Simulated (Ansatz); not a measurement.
Start from `[OH][Ga]([F])[O][SiH3]` and change one element to get `[OH][Ga]([Br])[O][SiH3]`.

Ansatz, PBE0-D4/def2-TZVP geometries, multiplicity 1. Each molecule was computed in one conformer, which needn't be the lowest.

Scalar relativity is left out up to krypton.

```
                             property  `[OH][Ga]([F])[O][SiH3]`
  HOMO energy (B3LYP/def2-TZVPP) / eV                     -8.73
  LUMO energy (B3LYP/def2-TZVPP) / eV                     -1.87
HOMO energy (ωB97M-V/def2-TZVPP) / eV                    -11.24
LUMO energy (ωB97M-V/def2-TZVPP) / eV                      0.32
    LUMO energy (PBE/def2-TZVPP) / eV                     -2.48
HOMO–LUMO gap (B3LYP/def2-TZVPP) / eV                      6.86
```

Q: What does the change do to each property? (Best estimate.)

A: Ansatz gave: 
```tsv
property	`[OH][Ga]([Br])[O][SiH3]`	shift
HOMO energy (B3LYP/def2-TZVPP) / eV	-8.53	0.20
LUMO energy (B3LYP/def2-TZVPP) / eV	-1.83	0.04
HOMO energy (ωB97M-V/def2-TZVPP) / eV	-11.06	0.18
LUMO energy (ωB97M-V/def2-TZVPP) / eV	0.34	0.02
LUMO energy (PBE/def2-TZVPP) / eV	-2.43	0.05
HOMO–LUMO gap (B3LYP/def2-TZVPP) / eV	6.70	-0.16
```

B3LYP here is the variant with VWN-RPA as its local correlation; programs differ in this.

Spin–orbit coupling is left out; it splits and shifts lone-pair levels of the heavy atoms by tenths of an eV.
